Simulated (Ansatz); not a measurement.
Be₃Se₂, relaxed as a singlet with RKS r2SCAN-D4/def2-SVP in Ansatz, starting from the GFN1-xTB geometry. Force threshold 0.02 eV/Å.

The restricted singlet is unstable towards broken spin symmetry in Hartree–Fock (as tested in another run); at r2SCAN-D4/def2-SVP this wasn't settled. Another isomer (singlet) lies 1.61 eV lower at PBE0-D4/def2-TZVP; other spin states weren't run for this one.

Start:

```xyz
5

Be    0.822   -0.940   -0.408
Be   -0.864    0.524   -0.838
Be    0.043    0.415    1.246
Se   -1.130   -1.177    0.430
Se    1.130    1.177   -0.430
```

```csv
step,energy (eV),largest force component (eV/Å),SCF passes
1,-131886.3719,0.274,31
2,-131886.3863,0.100,33
3,-131886.3874,0.047,31
4,-131886.3883,0.001,32
```

Force components are those of the run's own axes.

End:

```tsv
atom	x (Å)	y (Å)	z (Å)
Be1	0.837	-0.956	-0.415
Be2	-0.880	0.534	-0.853
Be3	0.043	0.422	1.268
Se4	-1.138	-1.185	0.433
Se5	1.138	1.185	-0.433
```

By distances, no bond broke or formed. The bond that changes most is Be2–Se5, from 2.14 to 2.16 Å (atoms count from 1).

No frequencies were taken in this run, so the end may be a saddle point.

Hardware: 4 threads of Arm Neoverse V1 on a shared host. Wall time 13 s.
